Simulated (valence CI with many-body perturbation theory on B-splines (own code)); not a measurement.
As I: what the settings do

Computed by relativistic CI+MBPT: five valence electrons over a frozen Dirac-Fock core [Ar] 3d10, a basis of 6 s, 6 p, 5 d, 3 f, 1 g functions for each j, with the one-electron correlation potential Σ1 (screened to all orders), the two-electron term Σ2, the three-electron term Σ3, Breit, model QED; selected single and double excitations, second order for the rest, scaled by the run's own slope (own B-spline code, finite nucleus).

Against 11 measured levels this calculation errs by 145 cm⁻¹ on average and by 206 at most. These come from a selection out of the NIST Handbook of Basic Atomic Spectroscopic Data. Levels without a partner in it may be off by more. Among the levels kept, up to 2200 cm⁻¹ of a level comes from second order outside the variational space, and about a tenth of that is noise between levels of different J, which matters for small intervals.

The reference run has the lowest level 4s²4p³ ⁴S°_3/2 and an ionisation energy of 9.75056 eV. Its largest variational space holds 9999 state functions.

Names give the largest LS component (configuration and term), which can be under half, so a name can repeat, a term be missing and a line seem to break the LS rules; names also repeat where a configuration has a term twice.

Changed runs:
A. three-electron term on → off
B. highest l with Σ1, explicit Σ2 and valence Breit (higher l get mean screening factors) 3 → 1
C. Davidson tolerance 2e-05 → 0.0003
D. scale of Σ1 1 → 0 (bad on purpose)

Excitation energies of the reference run in cm⁻¹, and shifts in cm⁻¹:

```csv
Level,Reference,A,B,C,D
4s²4p³ ²D°_3/2,10705,+60,+175,-0.1,-220
4s²4p³ ²D°_5/2,11009,+56,+190,-1.1,-254
4s²4p³ ²P°_1/2,18313,+104,-28,+0.7,-413
4s²4p³ ²P°_3/2,18766,+102,-15,-0.2,-466
4s²4p²5s ⁴P_1/2,50492,+26,-322,+1.1,-1769
4s²4p²5s ⁴P_3/2,51410,+24,-321,+1.6,-1845
4s²4p²5s ⁴P_5/2,52692,+24,-320,+1.7,-1935
4s²4p²5s ²P_1/2,52978,+25,-244,+1.0,-1801
4s²4p²5s ²P_3/2,54446,+24,-255,+1.4,-1900
4s²4p²5p ²S°_1/2,59944,+26,-386,+1.6,-1872
4s²4p²5p ⁴D°_1/2,60594,+25,-369,+1.5,-1904
4s²4p²5p ⁴D°_3/2,60689,+26,-348,+1.3,-1859
Ionisation energy (eV),9.75056,+0.00329,-0.04467,+0.00019,-0.24400
```
